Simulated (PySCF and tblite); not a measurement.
C₆H₄O₃S, numbered as in [O:1]=[C:2]1[CH:3]=[C:4]([OH:5])[C:6](=[O:7])[C:8]([SH:9])=[CH:10]1. Search: ETKDG and KDG, MMFF94s, GFN2-xTB, 90 starts; geometries at GFN2-xTB. Energies: PBE0-D3(BJ)/def2-SVP (IEF-PCM, dimethylsulfoxide), with GFN2-xTB thermal terms (modes under about 100 cm⁻¹ blended into free rotors). Symmetry numbers and mirror images are counted. Conformers within 2.5 kcal/mol (GFN2-xTB free energy) were kept, 4 at most. GIAO shieldings: wB97X-D/pcSseg-1 (IEF-PCM, dimethylsulfoxide). Shifts are against TMS (¹H), TMS (¹³C) at the same level. Codes: tblite and PySCF.

Torsions listed: C3–C4–O5–H5, C6–C8–S9–H9. The 6-ring runs over atoms 2–3–4–6–8–10.

Two conformers hold nearly all the population. I: 6-ring flat; 180°, 180°; δ(C10) = 140.48 ppm. II: 6-ring flat; 180°, 0°; δ(C10) = 138.01 ppm. The average over the ensemble at 298.15 K is 139.12 ppm.

(1) What populations and free-energy difference follow from a two-state model?

The minima are those of GFN2-xTB; planar forms about aryl–S or allylic bonds may be saddles in DFT.

Answers

(1) p(I) = (139.12 − 138.01)/(140.48 − 138.01) = 0.45, so K = p(II)/p(I) = 1.23 and G(II) − G(I) = −RT ln K = -0.12 kcal/mol. The weights computed directly are 44.8 % and 55.2 %.


Conformer gaps in def2-SVP on xTB geometries can be 2 kcal/mol too large for S=O, P=O and other polar bonds.